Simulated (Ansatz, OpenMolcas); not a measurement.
**How basis sets differ on MoO3 (molybdenum trioxide)**

MoO3 has 4 atoms, charge 0, and is taken as a singlet. SMILES: `[O]=[Mo](=[O])=[O]`. The coordinates come from a PBE0-D4/def2-TZVP relaxation.

Quantity: the vertical energy of the triplet above the singlet, in eV. The values are calculated.

| level | kind | program | value (eV) |
| --- | --- | --- | --- |
| PBE/x2c-SV(P)all (sfX2C) | GGA | Ansatz | 2.08 |
| PBE/x2c-SVPall (sfX2C) | GGA | Ansatz | 2.18 |
| PBE/def2-SVPD (core potential) | GGA | OpenMolcas | 2.21 |
| PBE/x2c-TZVPall (sfX2C) | GGA | Ansatz | 2.17 |

Spin-orbit coupling, which can split open shells on such heavy atoms by tenths of an eV, is left out. The values span 2.08 to 2.21 eV.
